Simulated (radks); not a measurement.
Results of a calculation; reference values are marked as such.
Tc+, 42 electrons, occupied as [Kr] 4d5 5s1 (the NIST ground configuration). Level of theory: scalar-relativistic Kohn-Sham, LDA (Slater exchange, VWN5 correlation), spin-polarised, spherical densities, finite nucleus; open shells are filled with parallel spins first (spin-orbit coupling, left out, can overturn this in heavy ions); Fermi nuclear charge, rms radius 4.4112 fm; hard spherical wall at 2 bohr (a radial shooting solver on a logarithmic mesh with Libxc functionals).

Normalised radial functions P(r) = r R(r), r in bohr:

r,4p up,4p down
0.001481,0.0011,0.0011
0.001868,0.0017,0.0017
0.002375,0.0027,0.0027
0.002995,0.0040,0.0041
0.003807,0.0062,0.0063
0.004801,0.0094,0.0095
0.006104,0.0145,0.0145
0.007698,0.0217,0.0218
0.009786,0.0329,0.0330
0.01244,0.0493,0.0495
0.01569,0.0719,0.0722
0.01994,0.1043,0.1048
0.02515,0.1461,0.1467
0.03197,0.2004,0.2012
0.04032,0.2611,0.2622
0.05126,0.3243,0.3256
0.06464,0.3705,0.3720
0.08218,0.3780,0.3794
0.1045,0.3144,0.3154
0.1318,0.1632,0.1635
0.1675,-0.0807,-0.0816
0.2112,-0.3500,-0.3519
0.2685,-0.5578,-0.5601
0.3386,-0.5725,-0.5737
0.4305,-0.3226,-0.3209
0.5429,0.1350,0.1407
0.6901,0.6690,0.6762
0.8773,1.0477,1.0510
1.106,1.1192,1.1172
1.407,0.8627,0.8588
1.774,0.3463,0.3457

4p up: eigenvalue -10.491 eV, 2 radial nodes at r = 0.156, 0.511 bohr, <r> = 1.07 bohr, 90 % of the charge inside 1.49 bohr. 4p down: eigenvalue -5.226 eV, 2 radial nodes at r = 0.156, 0.509 bohr, <r> = 1.07 bohr, 90 % of the charge inside 1.49 bohr.
